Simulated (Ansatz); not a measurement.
Program: Ansatz. Geometries: PBE0-D4/def2-TZVP. ΔE: electronic, gas phase. CBS: MP2 limit from def2 TZ/QZ plus the TZ coupled-cluster correction, frozen cores. This one scheme is used for every species. Functionals use def2-TZVPP. B3LYP here is the variant with VWN-RPA as its local correlation; programs differ in this. For Ge outer-core shells are correlated without core-valence functions, which leaves a few kJ/mol of doubt a bond. Scalar relativity is left out up to krypton.

Reaction (germylene formation by 1,1-elimination): `[CH3][Ge]([CH3])([F])[Cl]` → fluoromethane + `[CH3][Ge][Cl]`

| level | ΔE (kJ/mol) | difference from CCSD(T)/CBS |
| --- | --- | --- |
| PBE-D4 | 257.6 | -20.0 |
| r2SCAN-D4 | 285.9 | 8.3 |
| PBE0-D4 | 275.4 | -2.2 |
| B3LYP-D4 | 251.4 | -26.2 |
| ωB97X-V | 283.4 | 5.8 |
| ωB97M-V | 269.4 | -8.2 |
| B2PLYP | 265.8 | -11.8 |
| PBE | 248.9 | -28.7 |
| r2SCAN | 283.4 | 5.8 |
| PBE0 | 267.7 | -9.9 |
| B3LYP | 237.8 | -39.8 |
| HF/def2-TZVPP | 258.3 | -19.3 |
| MP2/def2-TZVPP | 309.0 | 31.4 |
| SCS-MP2/def2-TZVPP | 291.6 | 14.0 |
| CCSD/def2-TZVPP | 285.5 | 7.9 |
| CCSD(T)/def2-TZVPP | 288.6 | 11.0 |
| HF/def2-QZVPP | 257.8 | -19.8 |
| MP2/def2-QZVPP | 302.5 | 24.9 |
| SCS-MP2/def2-QZVPP | 287.0 | 9.4 |
| HF/CBS(def2) | 257.7 | -19.9 |
| MP2/CBS(def2) | 298.0 | 20.4 |
| CCSD/CBS(def2) | 274.5 | -3.1 |
| CCSD(T)/CBS | 277.6 | 0 |

Largest T1 diagnostic among the species: 0.012.

The D4 term adds +13.7 kJ/mol with B3LYP and +7.7 kJ/mol with PBE0; it sums over pairs of atoms, weighted by their polarisabilities, and B3LYP, whose exchange is more repulsive, gets the larger term. In def2-TZVPP, CCSD(T) changes the Hartree–Fock value by +30.3 kJ/mol (the triples alone add +3.1 kJ/mol) and MP2 by +50.7 kJ/mol.
